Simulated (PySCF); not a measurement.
Computed shifts of a molecule C4H7FO2, PBE/pcSseg-1 (PySCF), GIAO, gas phase, equivalent atoms averaged, in ppm (number of nuclei): ¹³C: 173.2 (1), 78.5 (1), 69.7 (1), 68.3 (1). ¹⁹F: -102.8 (1). ¹H: 4.48 (1), 4.47 (1), 4.04 (2), 3.90 (1), 3.86 (1), 1.53 (1). References: ¹³C against TMS (σ = 182.0 ppm); ¹⁹F against CFCl3 (σ = 133.6 ppm); ¹⁷O against H2O (σ = 334.3 ppm); ¹H against TMS (σ = 31.49 ppm), references at their B3LYP-D3(BJ)/def2-TZVP geometries, non-relativistic. Geometry optimised at B3LYP-D3(BJ)/def2-SVP. The values are those of a single conformer.

Question: Which molecule gave these data?
A. COC(=CF)OC
B. C[C@H]1O[C@@](C)(F)O1
C. C=C(F)OCCO
D. CC1(F)OCCO1

Answer: C, C=C(F)OCCO
